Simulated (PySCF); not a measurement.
Positional isomers: benzothiophene boryl+vinyl. All species are isolated molecules in the gas phase. One relaxed conformer stands for each flexible species; it need not be the lowest. Strings in code marks are SMILES.

The four lowest singlet excitations (Tamm–Dancoff). All values below come from PySCF with PBE-D3(BJ)/def2-TZVP // B3LYP-D3(BJ)/def2-SVP. Excitations are Tamm–Dancoff values on a coarser integration grid. The basis has no diffuse functions, so Rydberg states are missing or too high.

```
state  energy (eV)  wavelength (nm)  oscillator strength
-----  -----------  ---------------  -------------------
S1            3.13              396                0.040
S2            3.76              329                0.037
S3            3.90              318                0.007
S4            4.14              299                0.030
```

Q: Say which member gives these states.
(A) `Bc1cc2sccc2cc1C=C`
(B) `Bc1cc(C=C)cc2ccsc12`
(C) `Bc1cc(C=C)c2sccc2c1`
(D) `Bc1c(C=C)ccc2ccsc12`

A: C, `Bc1cc(C=C)c2sccc2c1`
